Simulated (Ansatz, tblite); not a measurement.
Removing and adding an electron: CuF2 (the lowest doublet isomer of a short search). The state is a doublet with charge 0. Geometry: PBE-D4/def2-TZVP. Ansatz, gas phase; energy differences of separate SCF runs; the oxidised species is a triplet (the singlet lies 1.23 eV higher at PBE0-D4/def2-TZVP); the reduced species is a singlet (the triplet lies 3.18 eV higher at PBE0-D4/def2-TZVPD).

```xyz
3

Cu    0.000    0.000    0.000
F     0.796   -0.485    1.467
F    -0.796    0.485   -1.467
```

The xTB rows come from tblite. HOMO above LUMO, or a gap near zero within one spin, warns that the state may not be the lowest or that an electron is smeared out. The structure comes from a short search, and lower isomers may exist.

```tsv
level	−HOMO (eV)	vertical IE (eV)	−LUMO (eV)	vertical EA (eV)	HOMO–LUMO gap (eV)	IE − EA (eV)	remarks
PBE-D4/def2-TZVP	7.70	12.08	7.67	–	0.03	–	gap within one spin near zero (doublet)
PBE-D4/def2-TZVPD	7.75	–	7.72	3.51	0.03	–	HOMO above zero (-1 singlet), gap within one spin near zero (doublet), restricted SCF unstable in HF (-1 singlet)
r2SCAN-D4/def2-TZVP	8.25	12.30	7.41	–	0.84	–	–
PBE0-D4/def2-TZVPD	10.09	–	6.00	3.27	4.10	–	restricted SCF unstable in HF (-1 singlet)
```

Question: Estimate the rows for GFN1-xTB, GFN2-xTB, r2SCAN-D4/def2-TZVPD, PBE0-D4/def2-TZVP.

Answer: 
```
               level  −HOMO (eV)  vertical IE (eV)  −LUMO (eV)  vertical EA (eV)  HOMO–LUMO gap (eV)  IE − EA (eV)                                                                   remarks
            GFN1-xTB           –             15.34           –              7.93                   –          7.41                                                                         –
            GFN2-xTB           –             17.17           –              7.93                   –          9.25                                                                         –
r2SCAN-D4/def2-TZVPD        8.31                 –        7.42              3.40                0.89             –  HOMO above zero (-1 singlet), restricted SCF unstable in HF (-1 singlet)
   PBE0-D4/def2-TZVP       10.04             12.81        6.02                 –                4.02             –                                                                         –
```

Run but left out: HF/def2-TZVPD, MP2/def2-TZVPD, CCSD/def2-TZVPD, CCSD(T)/def2-TZVPD (charge -1 singlet: restricted singlet, unstable towards broken spin symmetry).   A HOMO above zero means that the electron is unbound at that level or that self-interaction error raises the level; the energy of removing that electron tells which. HOMO and LUMO are the levels of the spin that leaves or enters (xTB has no such levels and no spin-polarisation term). Other spin states of the ions may lie lower, which would lower the ionisation energy or raise the affinity. Raw xTB energy differences between charge states are shifted by several eV; the methods need an empirical correction for them.
